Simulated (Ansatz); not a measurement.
`CO[SiH](C)S` and `CO[SiH](C)F` differ in one atom or group.

Ansatz, PBE0-D4/def2-TZVP geometries, multiplicity 1. Each molecule was computed in one conformer, which needn't be the lowest.

```csv
property,`CO[SiH](C)S`
LUMO energy (B3LYP/def2-TZVPP) / eV,0.12
LUMO energy (PBE0/def2-TZVPP) / eV,0.41
LUMO energy (PBE/def2-TZVPP) / eV,-0.50
size of the dipole moment (B3LYP/def2-TZVPP) / D,1.14
HOMO–LUMO gap (PBE0/def2-TZVPP) / eV,7.87
HOMO energy (B3LYP/def2-TZVPP) / eV,-7.20
```

Question: What does the change do to each property? (Best estimate.)

Answer: Ansatz gave: 
```tsv
property	`CO[SiH](C)F`	shift
LUMO energy (B3LYP/def2-TZVPP) / eV	0.90	0.78
LUMO energy (PBE0/def2-TZVPP) / eV	1.20	0.79
LUMO energy (PBE/def2-TZVPP) / eV	0.37	0.87
size of the dipole moment (B3LYP/def2-TZVPP) / D	1.21	0.07
HOMO–LUMO gap (PBE0/def2-TZVPP) / eV	9.71	1.84
HOMO energy (B3LYP/def2-TZVPP) / eV	-8.29	-1.09
```

With PBE0 the HOMO falls by 1.06 eV and the LUMO rises by 0.79 eV, so the gap widens by about 1.85 eV. PBE moves the HOMO by -0.74 eV and ωB97M-V by -1.21 eV. Dipoles are sizes alone; their direction can turn.

B3LYP here is the variant with VWN-RPA as its local correlation; programs differ in this.
